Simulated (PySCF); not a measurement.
Ta(S)(Cl)(NH2)2 (ClH₄N₂STa), SMILES [Ta](=[S])([NH2])([NH2])[Cl], multiplicity 1. Coordinates come from a PBE-D3(BJ)/def2-SVP optimisation. The spin state was assumed, not searched. The structure was generated by enumeration; whether it is a known compound was not checked. The def2 effective core potentials stand for the cores of Ta; spin–orbit coupling is left out. One conformer was computed; it need not be the lowest.

Computed equilibrium geometry at PBE-D3(BJ)/def2-SVP (PySCF confirms it by a frequency run) as bond lengths and angles, and its point group (one conformer of several):
point group Cs.
Atoms: Ta1 S2 Cl3 N4 H5 H6 N7 H8 H9. Bond lengths (Å): Ta1–S2 2.179, Ta1–Cl3 2.341, Ta1–N4 1.976, Ta1–N7 1.976, N4–H5 1.025, N4–H6 1.027, N7–H8 1.025, N7–H9 1.027. Angles (°): S2–Ta1–Cl3 112.8, S2–Ta1–N4 107.4, S2–Ta1–N7 107.4, Cl3–Ta1–N4 109.2, Cl3–Ta1–N7 109.2, N4–Ta1–N7 110.9, Ta1–N4–H5 126.2, Ta1–N4–H6 124.0, H5–N4–H6 109.7, Ta1–N7–H8 126.2, Ta1–N7–H9 124.0, H8–N7–H9 109.7.
Charge 0, spin multiplicity 1.
